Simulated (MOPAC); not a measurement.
Input for MOPAC: PM7 on H2W (SMILES [WH2]), 2S+1 = 3, a spin state set in the input, which need not be the lowest.

```
PM7 1SCF PRECISE CHARGE=0 UHF MS=1 THREADS=1
H2W

W      0.53626150 1     0.11402483 1     0.17281746 1
H     -0.05259218 1    -1.47471462 1    -0.04748517 1
H     -0.51673804 1     1.40816138 1    -0.19565192 1
```

It printed:

```
*******************************************************************************
 **                                                                           **
 **                              MOPAC v23.2.5                                **
 **                                                                           **
 *******************************************************************************
 ** MOPAC's Digital Object Identifier: https://doi.org/10.5281/zenodo.6511958 **
 **                                                                           **
 ** Please cite the open-source release paper for use of this MOPAC version:  **
 ** J. E. Moussa and J. J. P. Stewart (2026)                                  **
 ** MOPAC: An open-source semiempirical molecular orbital program             **
 ** J. Open Source Softw., 11(119), 8025, https://doi.org/10.21105/joss.08025 **
 *******************************************************************************

                              PM7 CALCULATION RESULTS

 *******************************************************************************
 *  PM7        - The PM7 Hamiltonian to be used
 *  UHF        - UNRESTRICTED HARTREE-FOCK CALCULATION
 *
 *
 *
 *                 CHARGE ON SYSTEM = 0
 *
 *
 *
 *  MS=        - IN MECI, MAGNETIC COMPONENT OF SPIN =  1.0
 *  PRECISE    - TIGHTER CRITERIA TO BE USED
 *  1SCF       - DO 1 SCF AND THEN STOP
 *  THREADS=1  - MULTI-THREADING NOT USED
 *  T=         - A TIME OF 172800.0 SECONDS REQUESTED
 *  DUMP=N     - RESTART FILE WRITTEN EVERY 7200.0 SECONDS REQUESTED
 *******************************************************************************
PM7 1SCF PRECISE CHARGE=0 UHF MS=1 THREADS=1
 H2W

   ATOM   CHEMICAL          X               Y               Z
  NUMBER   SYMBOL      (ANGSTROMS)     (ANGSTROMS)     (ANGSTROMS)

     1       W          0.53626150  *   0.11402483  *   0.17281746  *
     2       H         -0.05259218  *  -1.47471462  *  -0.04748517  *
     3       H         -0.51673804  *   1.40816138  *  -0.19565192  *



          CARTESIAN COORDINATES

    NO.       ATOM           X           Y           Z

     1         W          0.5363      0.1140      0.1728
     2         H         -0.0526     -1.4747     -0.0475
     3         H         -0.5167      1.4082     -0.1957

 General Reference for PM7:
 "Optimization of Parameters for Semiempirical Methods VI: More Modifications to the
 NDDO Approximations and Re-optimization of Parameters", J. J. P. Stewart, J. Mol. Mod., 1:32, 19 (2013)
 https://link.springer.com/article/10.1007/s00894-012-1667-x

           Empirical Formula: H2 W  =     3 atoms



      MOLECULAR POINT GROUP   :   C2v


          UHF CALCULATION, NO. OF ALPHA ELECTRONS =    5
                           NO. OF BETA  ELECTRONS =    3

 -------------------------------------------------------------------------------
 PM7 1SCF PRECISE CHARGE=0 UHF MS=1 THREADS=1
 H2W



     1SCF WAS SPECIFIED, SO BFGS WAS NOT USED
     SCF FIELD WAS ACHIEVED


                              PM7 CALCULATION
                                                       MOPAC v23.2.5 Linux




          FINAL HEAT OF FORMATION =         98.76231 KCAL/MOL =     413.22151 KJ/MOL


          COSMO AREA              =         85.19 SQUARE ANGSTROMS
          COSMO VOLUME            =         73.02 CUBIC ANGSTROMS

          IONIZATION POTENTIAL    =          7.890413 EV
          ALPHA SOMO LUMO (EV)    =         -8.748  0.995
          BETA  SOMO LUMO (EV)    =         -7.890  2.027
          NO. OF ALPHA ELECTRONS  =          5
          NO. OF BETA  ELECTRONS  =          3
          MOLECULAR WEIGHT        =        185.8658         POINT GROUP:  C2v

          MOLECULAR DIMENSIONS (Angstroms)

            Atom       Atom       Distance
            H     3    H     2     2.92376
            H     2    W     1     0.88447
            W     1    H     3     0.00000


          SCF CALCULATIONS        =          1





   ATOM   CHEMICAL          X               Y               Z
  NUMBER   SYMBOL      (ANGSTROMS)     (ANGSTROMS)     (ANGSTROMS)

     1       W          0.53626150  *   0.11402483  *   0.17281746  *
     2       H         -0.05259218  *  -1.47471462  *  -0.04748517  *
     3       H         -0.51673804  *   1.40816138  *  -0.19565192  *

                             CARTESIAN COORDINATES

   1    W        0.536261500     0.114024830     0.172817460
   2    H       -0.052592180    -1.474714620    -0.047485170
   3    H       -0.516738040     1.408161380    -0.195651920


           Empirical Formula: H2 W  =     3 atoms



      MOLECULAR POINT GROUP   :   C2v


          ALPHA EIGENVALUES
 -16.78256 -10.77107  -9.16684  -9.04890  -8.74847   0.99536   1.62850   4.14167
   4.98656   8.55307  12.95102


           BETA EIGENVALUES
 -16.44608 -10.52978  -7.89041   2.02673   2.32023   2.36986   2.56330   6.27538
   7.02104   9.48762  13.72657


              NET ATOMIC CHARGES AND DIPOLE CONTRIBUTIONS

  ATOM NO.   TYPE          CHARGE      No. of ELECS.   s-Pop       p-Pop       d-Pop
    1          W           0.551993        5.4480     0.73144     0.36347     4.35310
    2          H          -0.275996        1.2760     1.27600
    3          H          -0.275997        1.2760     1.27600
 DIPOLE           X         Y         Z       TOTAL
 POINT-CHG.     2.177     0.391     0.781     2.345
 HYBRID         0.297     0.053     0.107     0.320
 SUM            2.473     0.444     0.887     2.665


          ATOMIC ORBITAL ELECTRON POPULATIONS

     Atom    s        px        py        pz      x^2-y^2     xz        z^2       yz        xy
    1  W   0.73144   0.07485   0.26565   0.02297   0.88804   1.00291   0.97842   0.99610   0.48764
    2  H   1.27600
    3  H   1.27600


                    (SZ)    =    1.000000
                    (S**2)  =    2.976210


          ATOMIC ORBITAL SPIN POPULATIONS

    Atom   Total    s     px     py     pz   x^2-y^2  xz     z^2    yz     xy
         Atomic
    1  W  2.1312  0.061  0.035  0.016  0.016  0.825  0.755  0.011  0.258  0.154
    2  H -0.0656 -0.066
    3  H -0.0656 -0.066

 **********************
 *                    *
 * JOB ENDED NORMALLY *
 *                    *
 **********************




 == MOPAC DONE ==
```

The run finished. Its determinant has ⟨S²⟩ = 2.98, a mixture of spin states.

Cost: around 0.10 core-seconds (rough).
